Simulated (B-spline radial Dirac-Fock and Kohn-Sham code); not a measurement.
Photoelectron lines of I⁻ at Ga Kα (9251.7 eV)

System: the I⁻ ion, configuration 1s2 2s2 2p6 3s2 3p6 3d10 4s2 4p6 4d10 5s2 5p6, inside a Watson sphere of charge +1 and radius 2.2 Å (a model of the Madelung potential; inside it an electron's potential energy is lowered by 6.5 eV).

Input file task.json (cfg lists n, l and occupation; rrms is the nuclear radius in fm):

```json
{"items": [{
  "Z": 53,
  "q": -1,
  "cfg": [[1, 0, 2], [2, 0, 2], [2, 1, 6], [3, 0, 2], [3, 1, 6], [3, 2, 10], [4, 0, 2], [4, 1, 6], [4, 2, 10], [5, 0, 2], [5, 1, 6]],
  "A": 127,
  "rrms": 4.75,
  "watson": [1, 2.2],
  "do": ["binding", "quiet", "photo"],
  "hv": [80, 300, 370.0, 509.0, 800, 1000, 1240.0, 4800.0, 9251.7, 16900.0, 17479.3, 22162.9, 23100.0, 23600.0, 70900.0, 200000]
}]}
```

Command: `python xray_run.py task.json out`

The computed values come from an atomic code on a B-spline grid: a relativistic central-field model (Hartree-Slater potential of the initial state, Latter tail, multipole expansion of the photon field, Dirac-Fock thresholds). The asymmetry parameter β is from the dipole term alone. Kinetic energies are from the vacuum level.

The last column is dσ/dΩ = σ/(4π) · [1 − (β/2) P₂(cos θ)] at θ = 0° from the beam of unpolarised light.

```
subshell  electrons  binding (eV)  kinetic (eV)  σ (kb)     β  dσ/dΩ (kb/sr)
      2s          2        5200.3        4051.4    8.85  1.99            ≈ 0
   2p1/2          2        4858.5        4393.2    9.11  1.42          0.212
   2p3/2          4        4563.6        4688.1    15.4  1.48          0.318
      3s          2        1081.2        8170.5    1.86  1.99            ≈ 0
   3p1/2          2         939.9        8311.8    1.43  1.37         0.0356
   3p3/2          4         883.2        8368.5    2.45  1.43         0.0551
   3d3/2          4         636.7        8615.0   0.470  0.83         0.0218
   3d5/2          6         625.2        8626.5   0.643  0.78         0.0311
      4s          2         201.7        9050.0   0.404  1.99            ≈ 0
   4p1/2          2         150.7        9101.0   0.276  1.36        0.00706
   4p3/2          4         139.7        9112.0   0.470  1.42         0.0109
   4d3/2          4         55.87        9195.8  0.0772  0.81        0.00366
   4d5/2          6         54.17        9197.5   0.105  0.76        0.00520
      5s          2         21.40        9230.3  0.0546  1.99            ≈ 0
   5p1/2          2          9.33        9242.4  0.0258  1.35       0.000664
   5p3/2          4          8.38        9243.3  0.0416  1.41       0.000970
```

Branching ratios of the spin-orbit partners (statistical value in brackets): 2p 1.69 (2.00), 3p 1.72 (2.00), 3d 1.37 (1.50), 4p 1.70 (2.00), 4d 1.36 (1.50), 5p 1.61 (2.00).
